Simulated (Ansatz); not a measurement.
Reaction (ligand exchange at the Si–C bond): `[SiH3][CH](S)[SbH2]` + `[NH2][Al]([NH2])[F]` → `[NH2][Al]([F])[NH][SiH3]` + `S[CH2][SbH2]`

Program: Ansatz. Geometries: PBE0-D4/def2-TZVP. ΔE: electronic, gas phase. CBS: MP2 limit from def2 TZ/QZ plus the TZ coupled-cluster correction, frozen cores. This one scheme is used for every species. DFT in def2-TZVPP. B3LYP here is the variant with VWN-RPA as its local correlation; programs differ in this. Elements past krypton have def2 core potentials. For Sb outer-core shells are correlated without core-valence functions, which leaves a few kJ/mol of doubt a bond. Each species was taken in one conformer, which may not be the lowest.

CCSD(T)/CBS gives -51.4 kJ/mol.

Task: Another level gave -49.9 kJ/mol. Which?
A. HF/def2-TZVPP
B. PBE0-D4/def2-TZVPP
C. B3LYP/def2-TZVPP
D. r2SCAN/def2-TZVPP

Result: B. PBE0-D4 -49.9, B3LYP -63.2, r2SCAN -55.3, HF/def2-TZVPP -76.4 kJ/mol.

Largest T1 diagnostic among the species: 0.013.

The D4 term adds +8.1 kJ/mol with B3LYP and +4.2 kJ/mol with PBE0; it sums over pairs of atoms, weighted by their polarisabilities, and B3LYP, whose exchange is more repulsive, gets the larger term. From PBE to PBE0 (25 % exact exchange), in def2-TZVPP and without D4, ΔE moves by −3.2 kJ/mol. In def2-TZVPP, CCSD(T) changes the Hartree–Fock value by +21.6 kJ/mol (the triples alone add +3.5 kJ/mol) and MP2 by +25.1 kJ/mol.
